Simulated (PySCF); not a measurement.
# `[BH3-][SiH2]C/C=C/Br`, [C₃H₉BBrSi]-, charge -1

Cartesian coordinates in Å; atom numbers follow the order of the lines, from 1:
```xyz
15

B    -2.7313    0.4811    0.0787
Si   -0.7897    0.8051    0.1475
C     0.2764   -0.8536    0.1186
C     1.6853   -0.5336    0.2518
C     2.5439   -0.5015   -0.7620
Br    4.3443    0.1062   -0.5571
H    -3.0943   -0.1866    1.0314
H    -3.0429   -0.0965   -0.9480
H    -3.3082    1.5560    0.1137
H    -0.0644    1.5653   -0.9210
H    -0.1486    1.4853    1.3197
H    -0.0703   -1.4650    0.9484
H     0.0637   -1.3706   -0.8153
H     2.0232   -0.2474    1.2400
H     2.3084   -0.7363   -1.7853
```

Total charge -1.

The calculation used GIAO B97-2/aug-pcSseg-1 magnetisability, rotational g tensor and spin-rotation constants, non-relativistic, gas phase (PySCF 2.14.0). Geometry: GFN2-xTB.

The calculation is non-relativistic, which matters for the atoms heavier than Zn. For an ion the centre-of-mass motion in the field is neglected.

(1) What are the magnetisability and the molar susceptibility?

(2) Split it along the inertial axes a, b, c into diamagnetic and paramagnetic parts about the centre of mass, with the quadrupole moment.

(3) And the rotational g tensor?

Results:

(1) Isotropic -1580 × 10⁻³⁰ J/T², or -95.2 × 10⁻⁶ cm³/mol; principal values -1680, -1621, -1440 × 10⁻³⁰ J/T², anisotropy 217 × 10⁻³⁰ J/T² (root of half the summed squared differences of the principal values). The susceptibility is in cgs units.

(2) 
| axis | χ (10⁻⁶ cm³/mol) | diamagnetic (10⁻⁶ cm³/mol) | paramagnetic (10⁻⁶ cm³/mol) | summed x² of all electrons (Å²) | quadrupole Θ (D Å) |
| --- | --- | --- | --- | --- | --- |
| a | -101.1 | -292.5 | 191.4 | 574.8 | -87.25 |
| b | -97.3 | -2554.2 | 2456.9 | 41.7 | +40.91 |
| c | -87.1 | -2615.8 | 2528.7 | 27.2 | +46.34 |

Anisotropies 2χaa − χbb − χcc = -17.8 and 2χbb − χaa − χcc = -6.5 × 10⁻⁶ cm³/mol. Θ is traceless in Buckingham's convention.

(3) 
```tsv
axis	rotational constant (GHz)	g	nuclear part	electronic part
a	8.3710	-0.0694	0.6833	-0.7528
b	0.4721	-0.0215	0.5234	-0.5449
c	0.4604	-0.0239	0.5231	-0.5470
```
Asymmetric top; isotopes 11B, 79Br, 12C, 1H, 28Si; no vibrational averaging.
